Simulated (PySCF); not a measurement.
# Radial density of Bi²⁺ (bismuth, charge +2)

UHF, [Xe] 4f14 5d10 6s2 6p1, 2P determinant. All numbers are calculated (PySCF 2.14, scalar relativity through the core potential, in cc-pVDZ-PP with ECP60MDF). This is the valence pseudo-density: the core potential removes the inner electrons and smooths the orbitals near the nucleus.

```json
{"r (bohr)": "0.0185", "4πr²ρ (e/bohr)": "2.484e-05", "4πr²(ρα − ρβ)": "0.0000"}
{"r (bohr)": "0.0311", "4πr²ρ (e/bohr)": "5.969e-05", "4πr²(ρα − ρβ)": "0.0000"}
{"r (bohr)": "0.0523", "4πr²ρ (e/bohr)": "0.0001192", "4πr²(ρα − ρβ)": "0.0000"}
{"r (bohr)": "0.0880", "4πr²ρ (e/bohr)": "0.0002935", "4πr²(ρα − ρβ)": "0.0000"}
{"r (bohr)": "0.148", "4πr²ρ (e/bohr)": "0.002276", "4πr²(ρα − ρβ)": "0.0000"}
{"r (bohr)": "0.249", "4πr²ρ (e/bohr)": "0.03959", "4πr²(ρα − ρβ)": "0.0003"}
{"r (bohr)": "0.419", "4πr²ρ (e/bohr)": "1.419", "4πr²(ρα − ρβ)": "0.0111"}
{"r (bohr)": "0.705", "4πr²ρ (e/bohr)": "16.91", "4πr²(ρα − ρβ)": "0.0910"}
{"r (bohr)": "1.19", "4πr²ρ (e/bohr)": "15.82", "4πr²(ρα − ρβ)": "-0.0250"}
{"r (bohr)": "1.99", "4πr²ρ (e/bohr)": "3.626", "4πr²(ρα − ρβ)": "0.4589"}
{"r (bohr)": "3.35", "4πr²ρ (e/bohr)": "0.5061", "4πr²(ρα − ρβ)": "0.2626"}
{"r (bohr)": "5.64", "4πr²ρ (e/bohr)": "0.01666", "4πr²(ρα − ρβ)": "0.0140"}
```

Energies and moments cover only the electrons outside the core potential. Spin-orbit coupling, absent here, splits the open shell strongly.

Q: Where is the radial spin density 4πr²(ρα − ρβ) most negative, and why is it negative at all?

A: Around r = 1.19 bohr, down to -0.0250 e/bohr: exchange with the open shell polarises the paired shells in an unrestricted calculation.
